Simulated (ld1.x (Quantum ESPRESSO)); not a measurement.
**What one change does to a pseudopotential (tantalum (Ta), RRKJ)**

| Quantity | Value |
| --- | --- |
| Element | tantalum |
| Generator | ld1.x (Quantum ESPRESSO) 7.5 |
| Type | norm-conserving RRKJ (Kleinman–Bylander form) |
| Functional | PBE |
| Relativity | scalar-relativistic |
| Frozen core | [Kr] 4d10 4f14 5s2 |
| Valence charge | 11 |
| Reference configuration | 5p6 5d3 6s2 6p0 |
| Partial waves | 6s (bound): rc 2.65 bohr; 5p (bound): rc 2.10 bohr; 5d (bound): rc 2.00 bohr |
| Local potential | all-electron potential smoothed inside 2.00 bohr (lloc = -1) |
| Core correction | a·sin(br)/r model core, default radius (core density twice the valence density) |
| rho0 | 0.02 |

Change: local potential all-electron potential smoothed inside 1.56 bohr (lloc = -1).

Cutoffs: the cutoffs (Ry, on a coarse ladder) from which the occupation-weighted sum of valence levels, in a spherical-Bessel basis at the reference potential, stays within 10 and 1 mRy of its value at 400 Ry; they do not see the model core or the augmentation charge, which bear on the density cutoff. Errors are all-electron minus pseudo energies relative to the spin-unpolarised reference configuration.

Task: How do hardness, ghosts and transferability respond?

Result: The potential gets neither clearly harder nor softer (25 Ry and 30 Ry → 25 Ry and 30 Ry); both files keep a bound ghost (s); of the 7 tests that both files solve, the error grows in 1 and shrinks in 2 by more than 15 % and 0.3 meV (median size 27.9 → 28.0 meV); the range in which the s phases agree narrows (upper end 3.2 → 1.6).

| quantity | base | changed |
| --- | --- | --- |
| cutoff, loose | 25 Ry | 25 Ry |
| cutoff, tight | 30 Ry | 30 Ry |
| loose cutoff by channel (10 mRy a level) | s 18 Ry, p 18 Ry, d 21 Ry | s 15 Ry, p 18 Ry, d 21 Ry |
| bound ghosts | s | s |
| error for 5p6 5d3 6s1 6p0, meV [ΔE 8.47 eV] | -7.3 | -6.6 |
| error for 5p6 5d3 6s0 6p0, meV [ΔE 23.44 eV] | -28 | -28 |
| error for 5p6 5d2 6s0 6p0, meV [ΔE 47.04 eV] | -16 | -16 |
| error for 5p6 5d3 6s1.5 6p0, meV [ΔE 3.46 eV] | -2.1 | -2.0 |
| error for 5p6 5d1 6s0 6p0, meV [ΔE 82.09 eV] | -56 | -69 |
| error for 5p6 5d2 6s2 6p1, meV [ΔE 2.99 eV] | +265 | +72 |
| error for 5p6 5d3 6s1 6p1, meV [ΔE 4.18 eV] | +206 | +53 |
| s: phases at 2.90 bohr within 0.05 rad from the reference energy up to (Ry; the scan ends near 5) | 3.2 | 1.6 |
| p: phases at 2.90 bohr within 0.05 rad from the reference energy up to (Ry; the scan ends near 5) | -0.3 | 0.1 |
| d: phases at 2.90 bohr within 0.05 rad from the reference energy up to (Ry; the scan ends near 5) | to the end of the scan | to the end of the scan |

 A true bound ghost makes a file unfit for plane-wave use even where its test errors are small: the radial tests pick states by their node count and pass the ghost by.
